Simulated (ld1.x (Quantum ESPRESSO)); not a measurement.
# Scattering properties, TM potential for tellurium (Te)

| Item | Value |
| --- | --- |
| Element | Te |
| Generator | ld1.x (Quantum ESPRESSO) 7.5 |
| Type | norm-conserving Troullier–Martins (Kleinman–Bylander form) |
| Functional | Wu–Cohen |
| Relativity | scalar-relativistic |
| Frozen core | [Kr] 4d10 |
| Valence charge | 6 |
| Reference configuration | 5s2 5p4 |
| Partial waves | 5p (bound): rc 1.90 bohr; 5d channel at 0.45 Ry: rc 1.50 bohr; 5s (bound): rc 1.60 bohr |
| Local potential | the s channel |
| Core correction | Bessel-smoothed model core, default radius (core density twice the valence density) |

The phase is arctan(r·u′/u) with u = r·R(r), unwrapped; energies in Ry, scanned from -3 to 5 Ry. A pole is an energy at which the radial function vanishes at the test radius. The pseudo phase is shifted by a multiple of π to meet the all-electron one at the reference energy, and phase errors are pseudo minus all-electron; the curves can meet again beyond the range given. Levels narrower than the energy grid can be missing from the lists of poles.

Q: For each channel, where are the poles, and over which energies does the pseudopotential scatter like the atom?

A:

```
channel  radius (bohr)  reference energy (Ry)  poles, all-electron  poles, pseudo  unbroken range about the reference energy with phases within 0.05 rad  phase error 1 Ry above the reference energy (rad)
      s           2.05                  -1.11                 2.14           1.85                                                              below 3.3                                             -0.005
      p           2.05                  -0.44                 4.02           3.69                                                        the whole range                                             -0.009
      d           2.05                   0.45                -2.85          -2.44                                                             above -2.1                                             +0.008
```

Note: ghost state, extra bound levels that the all-electron valence spectrum of the same l lacks: d at -35.3 eV. A true bound ghost makes a file unfit for plane-wave use.

Phases in the s channel:

```csv
E (Ry),all-electron,pseudo
-3.00,1.063,1.057
-2.52,0.922,0.916
-2.04,0.655,0.648
-1.56,0.115,0.112
-1.08,-0.598,-0.598
-0.60,-1.038,-1.040
-0.12,-1.255,-1.260
0.36,-1.376,-1.384
0.84,-1.452,-1.463
1.32,-1.506,-1.521
1.80,-1.547,-1.566
2.28,-1.580,-1.606
2.76,-1.609,-1.643
3.24,-1.635,-1.683
3.72,-1.659,-1.730
4.20,-1.684,-1.792
4.68,-1.711,-1.891
```
